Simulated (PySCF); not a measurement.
Results of a calculation; reference values are marked as such.
Si3H8N3(-)

Si3H8N3(-) is a small molecule, charge -1, singlet. The structure was relaxed in the gas phase by PBE0-D3(BJ)/def2-SVP. No frequency run checks that it is a minimum.

SMILES: N1[SiH]N[SiH2]N[SiH2]1 (charge -1)

Coordinates in Å:
```
N1      0.911    1.576   -0.215
Si2    -0.118    1.244    1.101
N3     -0.813   -0.356    0.977
Si4    -0.329   -1.628   -0.122
N5      0.730   -1.038   -1.319
Si6     0.785    0.736   -1.868
H7      1.817    1.976   -0.002
H8     -1.328    2.140    1.276
H9      0.650    1.442    2.397
H10    -1.794   -0.395    1.238
H11     0.329   -2.795    0.595
H12    -1.649   -2.210   -0.592
H13     1.567   -1.579   -1.504
H14    -0.761    0.875   -1.944
```

Shieldings: GIAO PBE0/aug-pcSseg-1.  Core levels by delta-SCF with SCAN, aug-pcX-2 on the ionised atom and aug-pcseg-1 elsewhere, spin-free X2C (2p3/2 is the spin-free 2p value less a third of a first-order spin-orbit splitting); from the vacuum level, for chosen atoms.

Question: Give the NMR and core-level values of the distinct atoms.

Answer: 
```
  atoms   bonded to  σ (ppm)  δ (ppm)  core level (eV)
  N1 N5  2 Si + 1 H    189.7        -        1s 398.83
Si2 Si4   2 N + 2 H    405.8        -     2p3/2 102.51
     N3  2 Si + 1 H    221.2        -        1s 399.77
    Si6   2 N + 1 H    361.0        -     2p3/2 100.65
 H7 H13         1 N    30.24        -                -
 H8 H12        1 Si    26.12        -                -
 H9 H11        1 Si    25.73        -                -
    H10         1 N    31.51        -                -
    H14        1 Si    25.39        -                -
```

Values are those of this one static structure; atoms that internal rotation interchanges would show their mean in an NMR spectrum.

Question: Which of Si2, Si6 holds its core electrons tightest, and by how much against the loosest?

Answer: Si2 (bonded to 2 N + 2 H), by 1.86 eV over Si6 (bonded to 2 N + 1 H).

Question: By CAM-B3LYP/def2-SVPD (TDDFT singlets, Tamm-Dancoff triplets, ionisation by delta-SCF), where does absorption start, and what does vertical ionisation take?

Answer: The lowest singlet lies at 3.98 eV (f 0.071), the strongest of the first 6 at 5.17 eV (f 0.145), the lowest triplet at 3.49 eV; vertical ionisation takes 2.38 eV.

Excited states of gas-phase anions may lie above the detachment limit and hang on the basis.
